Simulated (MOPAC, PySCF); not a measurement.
C$_{7}$H$_{14}$OSi, SMILES `O=C[C@@H]1CCC[C@H]([SiH3])C1` (O–C–C–C torsion 122°), neutral singlet in the gas phase. 

Cartesian coordinates (Å):
```xyz
23

O     -3.1884     2.2499    -0.0413
C     -2.4288     1.4676     0.4918
C     -1.3924     0.6215    -0.2182
C     -1.6395    -0.8766     0.0538
C     -0.5543    -1.7527    -0.5822
C      0.8499    -1.3416    -0.1201
C      1.1202     0.1526    -0.3870
Si     2.8601     0.6781     0.1852
C      0.0249     1.0341     0.2440
H     -2.4424     1.3155     1.6198
H     -1.4983     0.8286    -1.3048
H     -1.6514    -1.0451     1.1551
H     -2.6436    -1.1665    -0.3202
H     -0.6150    -1.6635    -1.6896
H     -0.7416    -2.8205    -0.3429
H      0.9470    -1.5421     0.9716
H      1.6169    -1.9697    -0.6202
H      1.1000     0.3167    -1.4903
H      3.1071     2.1275    -0.1408
H      2.9880     0.4926     1.6756
H      3.9087    -0.1618    -0.4953
H      0.1960     2.1041     0.0015
H      0.0769     0.9512     1.3546
```
Charge 0, spin multiplicity 1.

All levels are single points at this geometry (PBE-D3(BJ)/def2-SVP); Pople sets use spherical d functions. Orbital energies aren't observables, and empty levels follow the basis.

| level | HOMO (eV) | LUMO (eV) | gap (eV) | dipole (D) | vertical IE, Delta-SCF (eV) |
|---|---|---|---|---|---|
| PBE-D3(BJ)/def2-TZVP in PySCF | -5.74 | -2.00 | 3.73 | 2.74 | 8.61 |
| B3LYP/3-21G in PySCF | -6.53 | -0.51 | 6.02 | 2.45 | – |
| B3LYP/6-31G* in PySCF | -6.72 | -0.67 | 6.05 | 2.64 | 8.92 |
| B3LYP/LANL2DZ in PySCF | -6.88 | -0.99 | 5.89 | 3.16 | – |
| BP86/6-31G* in PySCF | -5.49 | -1.71 | 3.79 | 2.54 | – |
| M06-2X/6-31G* in PySCF | -8.52 | 0.64 | 9.16 | 2.70 | – |
| PBE/6-31G* in PySCF | -5.36 | -1.60 | 3.76 | 2.52 | 8.41 |
| HF/6-31G* in PySCF | -10.77 | 3.98 | 14.75 | 3.09 | – |
| HF/STO-3G in PySCF | -8.57 | 8.04 | 16.62 | 1.92 | – |
| AM1 in MOPAC | -10.31 | 0.93 | 11.24 | 2.59 | – |
| PM3 in MOPAC | -10.38 | 0.35 | 10.73 | 2.50 | – |
| PM6 in MOPAC | -9.81 | 0.30 | 10.11 | 3.28 | – |
| PM7 in MOPAC | -9.95 | 0.64 | 10.59 | 2.98 | – |
